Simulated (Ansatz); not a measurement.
`[NH2][Ti]([Cl])([Cl])[Cl]` and `[Cl][Ti]([Cl])([Cl])[I]` differ in one atom or group.

Ansatz, PBE0-D4/def2-TZVP geometries, multiplicity 1. Each molecule was computed in one conformer, which needn't be the lowest.

Elements past krypton have def2 core potentials. Scalar relativity is left out up to krypton.

| property | `[NH2][Ti]([Cl])([Cl])[Cl]` |
| --- | --- |
| HOMO energy (PBE/def2-TZVPP) / eV | -7.11 |
| size of the dipole moment (ωB97M-V/def2-TZVPP) / D | 3.01 |
| HOMO energy (ωB97M-V/def2-TZVPP) / eV | -10.75 |
| HOMO–LUMO gap (PBE0/def2-TZVPP) / eV | 5.34 |
| LUMO energy (PBE0/def2-TZVPP) / eV | -3.16 |
| HOMO energy (B3LYP/def2-TZVPP) / eV | -8.23 |

**Question.** Give the same properties after the change, and the shifts. (An estimate is asked.)

**Answer.** The calculation gave: 
```tsv
property	`[Cl][Ti]([Cl])([Cl])[I]`	shift
HOMO energy (PBE/def2-TZVPP) / eV	-7.26	-0.15
size of the dipole moment (ωB97M-V/def2-TZVPP) / D	0.27	-2.74
HOMO energy (ωB97M-V/def2-TZVPP) / eV	-10.41	0.34
HOMO–LUMO gap (PBE0/def2-TZVPP) / eV	4.68	-0.66
LUMO energy (PBE0/def2-TZVPP) / eV	-3.71	-0.55
HOMO energy (B3LYP/def2-TZVPP) / eV	-8.12	0.11
```

With PBE0 the HOMO rises by 0.12 eV and the LUMO falls by 0.55 eV, so the gap narrows by about 0.67 eV. PBE moves the HOMO by -0.15 eV and ωB97M-V by 0.34 eV. The zero-point energy changes by -61.6 kJ/mol with -6 modes. Dipoles are sizes alone; their direction can turn.

B3LYP here is the variant with VWN-RPA as its local correlation; programs differ in this.

Spin–orbit coupling is left out; it splits and shifts lone-pair levels of the heavy atoms by tenths of an eV.
